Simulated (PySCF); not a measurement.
## C₆ coefficients of unlike pairs at UHF

Calculated with PySCF 2.14 from the dipole response of each species, C₆(A,B) = (3/π) ∫ α_A(iu) α_B(iu) du, in atomic units, from isotropic polarisabilities. For ions this is the dispersion term alone; charge-induced terms of lower order in 1/R come first.

| species | configuration | basis | relativity | α (bohr³) | C₆ (like pair) |
| --- | --- | --- | --- | --- | --- |
| Au²⁺ | [Xe] 4f14 5d9 (2D) | def2-QZVPPD with the def2 core potential (60 electrons) (7s5p4d4f2g) | core potential | 7.909 | 51.07 |
| Be⁺ | [He] 2s1 (2S) | aug-cc-pVQZ (6s5p4d3f2g) | none | 24.93 | 71.09 |
| Cr | [Ar] 3d5 4s1 (7S) | aug-cc-pVTZ with one added diffuse shell each of s, p, d, f, g type (9s8p6d4f3g) | none | 113.0 | 1042 |
| Sc²⁺ | [Ar] 3d1 (2D) | x2c-QZVPPall with one added diffuse shell each of s, p, d, f, g type (12s8p6d4f3g) | spin-free X2C | 4.463 | 13.35 |

Q: Estimate C₆ for Sc²⁺ with Au²⁺.

A: The integral gives 26.07. The combination rule 2 C_A C_B / (C_A α_B/α_A + C_B α_A/α_B) gives 25.98 and the geometric mean 26.11.

No spin-orbit coupling is included.

The other pairs:

```
     pair     C₆
 Cr, Au²⁺  149.7
  Cr, Be⁺  269.4
Sc²⁺, Be⁺  21.75
Be⁺, Au²⁺  40.54
 Sc²⁺, Cr  80.36
```
